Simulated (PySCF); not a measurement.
Stepwise substitution at one centre (B NH2-H). Gas-phase values, no solvent. Strings in code marks are SMILES.

The dipole moment from two functionals at the same geometries (B3LYP-D3(BJ)/def2-TZVP), both in PySCF: PBE-D3(BJ)/def2-TZVP and M06-2X/def2-TZVP. 

| species | PBE-D3(BJ)/def2-TZVP (D) |
|---|---|
| 0 of 3 NH2 replaced by H | 0.02 |
| 1 of 3 NH2 replaced by H (`NBN`) | 1.42 |
| 2 of 3 NH2 replaced by H | 2.07 |
| 3 of 3 NH2 replaced by H | 0.00 |

### Question
What does M06-2X/def2-TZVP give for each?

### Answer

- 0 of 3 NH2 replaced by H: 0.02
- 1 of 3 NH2 replaced by H (`NBN`): 1.27
- 2 of 3 NH2 replaced by H: 1.84
- 3 of 3 NH2 replaced by H: 0.00
Over these rows, drawn at random from the members with no instability flagged (it was tested for open shells, ions and some series alone), PBE minus M06-2X: mean +0.10 D, from 0.00 D to +0.24 D.
